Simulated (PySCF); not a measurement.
CsI.
SMILES: `[I][Cs]`

Method used: PBE0-D3(BJ)/def2-SVP geometry optimisation, gas phase, def2 core potentials past Kr (PySCF).

Masses are those of the commonest isotopes; rigid-rotor values at the optimised geometry. 

Problem. What are the moment of inertia and the rotational constant?

Solution. I = 738.397 u·Å², B = 505379 MHz·u·Å²/I = 684.4 MHz (0.0228 cm⁻¹, or 0.033 K as hB/k). For two atoms I = μr² with μ = 64.9178 u and r = 3.3726 Å.

Problem. List the first levels of a rigid rotor in a Σ state.

Solution. E(J) = BJ(J+1): J = 1: 0.046, J = 2: 0.137, J = 3: 0.274, J = 4: 0.457, J = 5: 0.685, J = 6: 0.959 cm⁻¹.

Problem. Where do the first rotational lines fall?

Solution. The dipole is 11.79 D; J+1 ← J lies at 2B(J+1): 1 ← 0 at 1.37 GHz, 2 ← 1 at 2.74 GHz, 3 ← 2 at 4.11 GHz, 4 ← 3 at 5.48 GHz, 5 ← 4 at 6.84 GHz, 6 ← 5 at 8.21 GHz.

Problem. Estimate the classical rotational partition function at 25 K, 298.15 K and 500 K.

Solution. Point group C∞v, symmetry number σ = 1; q = kT/(σhB), k/h = 20836.6 MHz/K: 761 at 25 K, 9080 at 298.15 K, 15200 at 500 K.

PBE0-D3(BJ)/def2-SVP frequencies: not computed here. Constants of a rigid frame at the computed geometry: no zero-point averaging, no centrifugal distortion.
